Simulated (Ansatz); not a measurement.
Compare A (`CB[SiH2][SiH2]F`) with its isomer B (`BC([SiH3])[SiH2]F`).

Calculated with Ansatz (gas phase, PBE0-D4/def2-TZVP geometries, no zero-point term in ΔE). CCSD(T)/CBS adds triple-zeta CCSD(T) − MP2 to the extrapolated MP2 energy (def2 sets, frozen cores). DFT in def2-TZVPP. B3LYP here is the variant with VWN-RPA as its local correlation; programs differ in this. One conformer a species, not always the lowest.

A:

Z-matrix (Å, degrees):
```
C
B 1 1.551
H 1 1.094 2 113.1
H 1 1.104 2 104.6 3 -113.2
H 1 1.091 2 116.5 3 128.8
Si 2 2.011 1 123.0 3 -147.7
H 2 1.200 1 118.5 3 39.1
Si 6 2.349 2 105.0 1 -83.8
H 6 1.490 2 114.5 1 158.4
H 6 1.492 2 113.4 1 32.4
F 8 1.607 6 110.9 2 178.3
H 8 1.487 6 111.7 2 -62.0
H 8 1.488 6 110.8 2 59.2
```

B:

Z-matrix (Å, degrees):
```
C
Si 1 1.892
Si 1 1.861 2 103.9
B 1 1.536 2 109.6 3 -117.5
H 1 1.095 2 107.9 3 117.1
H 2 1.490 1 109.8 3 -37.8
H 2 1.483 1 110.6 3 82.0
H 2 1.484 1 109.5 3 -156.9
F 3 1.603 1 110.5 2 -165.1
H 3 1.482 1 110.4 2 76.5
H 3 1.483 1 110.0 2 -46.6
H 4 1.196 1 121.7 2 -117.8
H 4 1.200 1 119.6 2 62.1
```

(1) Which isomer does CCSD(T)/CBS put lower? Give the gap. (Estimate.)

(2) Give E(B) − E(A) in kcal/mol with CCSD(T)/def2-TZVPP, PBE-D4, LDA (SPW92), ωB97M-V, MP2/def2-TZVPP, B3LYP-D4, CCSD/def2-TZVPP. (An estimate is asked.)

(3) Does the order hold for the free energy at 298.15 K (harmonic terms from PBE0-D4)? (Best estimate.)

Largest T1 diagnostic: 0.013.

Answers

(1) Ansatz gave: B, by 13.4 kcal/mol.

(2) The calculation gave: CCSD(T)/def2-TZVPP -13.4, PBE-D4 -7.1, LDA (SPW92) -9.0, ωB97M-V -14.7, MP2/def2-TZVPP -16.9, B3LYP-D4 -10.8, CCSD/def2-TZVPP -13.3. None reverses the order clearly.

(3) Computed: Yes: G(B) − G(A) = -13.2 kcal/mol, for one conformer each. Modes under 60 cm⁻¹, often nearly free rotors, make the harmonic entropy too high.

Leaving LDA and LC-ωPBE aside and taking each functional with its dispersion term where it has one, the values spread over 7.6 kcal/mol, from ωB97M-V to PBE-D4. LDA lies −2.9 kcal/mol from PBE without D4. From PBE to PBE0 (25 % exact exchange), in def2-TZVPP and without D4, E(B) − E(A) moves by −2.4 kcal/mol.
